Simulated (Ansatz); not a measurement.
Bond stretch in Si(Me)(OMe)3, SMILES CO[Si](C)(OC)OC. The Si3–C17 bond (Si3 also carries O, O, O; C17 carries H, H, H) is varied alone, starting from the PBE0/def2-SVP optimised geometry.

Calculation: unrestricted PBE0/def2-SVP run with Ansatz (a first-principles code).

Problem. Relative to R = 1.86 Å, what are the energies at R = 2.09, 2.23, 2.43, 5.43 Å?

Solution. 35.8 kJ/mol at 2.09 Å, 77.2 kJ/mol at 2.23 Å, 144.0 kJ/mol at 2.43 Å, 439.0 kJ/mol at 5.43 Å.

The unrestricted determinant behind UKS-PBE0 is spin-contaminated at 3.07 to 5.43 Å (<S²> up to 1.0, against 0.00 for a pure singlet).
